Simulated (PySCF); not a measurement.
# Working out the ionisation energy of Ru

Ru [Kr] 4d7 5s1 (5F) → Ru⁺ [Kr] 4d7 (4F). All numbers are calculated (PySCF 2.14, scalar relativity by spin-free X2C-1e, in x2c-TZVPPall (8s6p6d2f1g, 79 functions)). Frozen: [Ar] 3d10. Energies in hartree (1 hartree = 27.21139 eV):

```
             part    Ru (lower)   Ru⁺ (upper)
              UHF  -4527.989617  -4527.758220
MP2 opposite-spin     -0.318596     -0.301682
    MP2 same-spin     -0.164494     -0.144020
```

Task: What does Hartree-Fock give?

Result: (-4527.758220) − (-4527.989617) = 0.231397 hartree = 6.297 eV.

Task: What do MP2 and SCS-MP2 (6/5 opposite-spin, 1/3 same-spin) give?

Result: The opposite-spin parts differ by 0.460 eV and the same-spin parts by 0.557 eV. MP2: 6.297 + (0.460) + (0.557) = 7.314 eV. SCS-MP2: 6.297 + 1.2 × (0.460) + (0.557)/3 = 7.035 eV.

Measured between the centres of the two terms (NIST): 7.365 eV, so MP2 (valence and next inner shell) is off by -0.051 eV.

What remains against the reference includes basis incompleteness, the frozen core and correlation beyond second order.
